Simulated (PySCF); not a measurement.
Gas-phase reaction: 2 InHCl2 → InCl3 + InH2Cl

Computed with PySCF and rigid-rotor harmonic-oscillator thermochemistry at 1 bar. † marks an energy on the PBE0/def2-TZVP geometry and frequencies. MP2 and CCSD(T) freeze the core. All species are closed-shell singlets. B3LYP is the form with VWN-RPA correlation. In: scalar-relativistic def2 core potential, no spin-orbit coupling. InHCl2, InH2Cl: computed as isolated molecules; such fragments, hydroxides, amides, oligomers or adducts are transient or little studied in the gas. MP2 isn't extrapolated to the basis-set limit. CCSD(T) isn't extrapolated to the basis-set limit.

```json
[
 {"level": "B3LYP/def2-TZVP†", "ΔH°(298 K), kJ": "20"},
 {"level": "CCSD(T)/def2-SVP†", "ΔH°(298 K), kJ": "…"},
 {"level": "CCSD(T)/def2-TZVPP†", "ΔH°(298 K), kJ": "18"},
 {"level": "M06-2X/def2-TZVP†", "ΔH°(298 K), kJ": "21"},
 {"level": "MP2/def2-SVP†", "ΔH°(298 K), kJ": "14"},
 {"level": "r2SCAN/def2-TZVP†", "ΔH°(298 K), kJ": "…"},
 {"level": "ωB97M-V/def2-TZVP†", "ΔH°(298 K), kJ": "…"}
]
```

Some entries are withheld; supply them.


- CCSD(T)/def2-SVP†, ΔH°(298 K), kJ: 14
- r2SCAN/def2-TZVP†, ΔH°(298 K), kJ: 20
- ωB97M-V/def2-TZVP†, ΔH°(298 K), kJ: 19
